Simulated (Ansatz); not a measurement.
The cluster GeF3⁻. The state is a quintet with charge -1. Geometry r2SCAN-D4/def2-TZVPD; atoms count from 1.

Cartesian coordinates in Å:
```
Ge -0.512 -0.449 1.102
F 0.305 0.282 -0.630
F 0.803 0.572 1.800
F -0.596 -0.405 -2.272
```

The highest occupied level of the charge -1 quintet lies above zero (up to 1.06 eV). The electron is either unbound and held by the finite basis, or the level is raised by self-interaction error. In the quintet geometry the species has come apart into loosely held pieces. At PBE0-D4/def2-TZVPD a singlet of charge -1 lies 10.35 eV below the quintet, each at its own geometry. The structure comes from a short search, and lower isomers may exist.

**Question.** Estimate the Mulliken populations from the PBE0/def2-TZVPD orbitals of Ansatz.

**Answer.** 
| atom | charge (e) | spin (α − β) |
| --- | --- | --- |
| Ge1 | 0.04 | 2.63 |
| F2 | -0.42 | 0.47 |
| F3 | -0.40 | 0.18 |
| F4 | -0.22 | 0.72 |
Mulliken values depend strongly on the basis. With diffuse functions, as here, like atoms can get unlike values, and bond orders can come out too low or too high.

**Question.** Where does the spin sit?

**Answer.** Summed by element: Ge 2.63, F 1.37, of 4 unpaired in all. Largest on single atoms: Ge1 2.63, F4 0.72, F2 0.47.

**Question.** And the Mayer bond orders between heavy atoms (over 0.3)?

**Answer.** Ge1–F2 0.55 (2.05 Å); Ge1–F3 0.87 (1.80 Å); F2–F4 0.34 (1.99 Å).
